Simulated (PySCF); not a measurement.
C4H12Si2, SMILES CC[SiH2]/C=C/[SiH3].

Coordinates come from a B3LYP-D3(BJ)/def2-SVP optimisation. The structure was generated by enumeration; whether it is a known compound was not checked. Other conformers were not sampled.

Two levels are set side by side: TDA-PBE/def2-SVPD (PySCF) and TDA-ωB97X/def2-SVPD (PySCF). Vertical, same geometry. The lowest singlet is HOMO−1→LUMO 59 %, HOMO→LUMO 35 % with PBE and HOMO−1→LUMO 85 % with the other functional; states are paired by order. Differences are taken from unrounded values.

| quantity | TDA-PBE |
|---|---|
| lowest singlet excitation (eV) | 5.26 |
| lowest triplet excitation (TDA) (eV) | 4.04 |
| first bright state (f over 0.05) (eV) | 5.59 |
| its oscillator strength | 0.14 |

Question: These are the TDA-PBE values. What does TDA-ωB97X give? (Estimate from the structure and the level; the computed values follow.)

Answer: 
```json
[
 {"quantity": "lowest singlet excitation (eV)", "TDA-ωB97X": "5.94", "TDA-PBE minus TDA-ωB97X": "-0.67"},
 {"quantity": "lowest triplet excitation (TDA) (eV)", "TDA-ωB97X": "4.09", "TDA-PBE minus TDA-ωB97X": "-0.05"},
 {"quantity": "first bright state (f over 0.05) (eV)", "TDA-ωB97X": "7.02", "TDA-PBE minus TDA-ωB97X": "-1.43"},
 {"quantity": "its oscillator strength", "TDA-ωB97X": "0.86", "TDA-PBE minus TDA-ωB97X": "-0.72"}
]
```

A lower first singlet is the usual sign of a functional without exact exchange. Differences between two approximate levels are no errors against the true value.

Rough cost on one machine, each run with all the roots and properties that it gave: TDA-ωB97X against TDA-PBE about 6 times.
